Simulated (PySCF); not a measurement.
# Br: excitation energy

Br [Ar] 3d10 4s2 4p5 (2P) → Br [Ar] 3d10 4s1 4p5 5s1 (4P), as a difference of total energies. Computed with PySCF 2.14 in aug-cc-pVQZ-DK (8s7p5d3f2g, 93 functions), with the spin-free X2C one-electron Hamiltonian (Gaussian nucleus). Correlated levels: valence: [Ar] 3d10 frozen. The calculations carry no spin-orbit coupling.

```tsv
method	excitation energy (eV)
UHF	21.602
LDA	20.895
PBE	20.696
PBE0	21.161
r2SCAN	21.141
LC-wPBE	21.699
wB97X-V	21.629
wB97X	21.802
revPBE	20.639
MP2 (valence)	20.059
SCS-MP2 (valence)	19.836
```

**Question.** How much does correlation contribute at MP2 (valence)?

**Answer.** 20.059 − (21.602) = -1.543 eV, measured against UHF.

A first-order spin-orbit estimate (lowest level to lowest level, LS coupling) adds -0.027 eV.

The upper state lies above the first ionisation limit, where it may autoionise and the basis confines it. A Rydberg-like electron needs more diffuse functions than a valence basis has.

The promoted electron is Rydberg-like, and one or two diffuse shells describe it only roughly, which tends to raise the upper state.
